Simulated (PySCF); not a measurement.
Precursor series Ta Cl-F. All species are isolated molecules in the gas phase.

Computed with B3LYP-D3(BJ)/def2-TZVP // PBE-D3(BJ)/def2-SVP (PySCF). B3LYP has the VWN-RPA correlation part, as in Gaussian. 

| species | HOMO (eV) | LUMO (eV) |
|---|---|---|
| 0 of 5 Cl replaced by F ([Ta(Cl)5]) | -8.92 | -4.02 |
| 1 of 5 Cl replaced by F ([Ta(Cl)4(F)]) | -9.12 | -3.71 |
| 2 of 5 Cl replaced by F ([Ta(Cl)3(F)2]) | -9.26 | -3.82 |
| 3 of 5 Cl replaced by F ([Ta(Cl)2(F)3]) | -10.00 | -3.43 |
| 4 of 5 Cl replaced by F ([Ta(Cl)(F)4]) | -10.75 | -3.06 |
| 5 of 5 Cl replaced by F ([Ta(F)5]) | -11.95 | -3.07 |
